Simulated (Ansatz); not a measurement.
`B1COCS1`, relaxed with RKS PBE-D4/def2-SVP in Ansatz from a rough embedded geometry. The force threshold is 0.03 eV/Å; the program also tests the step.

Charge 0, multiplicity 1.

Start:

```xyz
10

B     0.122    1.316    0.024
C     1.049    0.169    0.331
O     0.279   -0.951    0.614
C    -0.975   -0.940   -0.050
S    -1.662    0.788    0.220
H     0.312    2.000   -0.966
H     1.714   -0.054   -0.535
H     1.639    0.383    1.222
H    -0.829   -1.082   -1.191
H    -1.650   -1.628    0.330
```

```csv
step,energy (eV),largest force (eV/Å),largest move (Å)
1,-15695.4956,3.068,0.000
2,-15696.1795,1.533,0.195
3,-15696.4787,0.796,0.200
4,-15696.6719,0.506,0.200
5,-15696.7816,0.175,0.200
6,-15696.7952,0.111,0.094
7,-15696.7960,0.018,0.013
```

End:

```xyz
10

B     0.071    1.355   -0.144
C     1.031    0.148    0.242
O     0.212   -0.933    0.709
C    -0.958   -1.013   -0.021
S    -1.582    0.753   -0.346
H     0.381    2.511   -0.324
H     1.620   -0.150   -0.667
H     1.772    0.375    1.037
H    -0.826   -1.463   -1.035
H    -1.720   -1.582    0.548
```

Run time 8.5 s (4 threads of an Arm Neoverse V2 on a shared host); peak host memory 0.14 GiB.
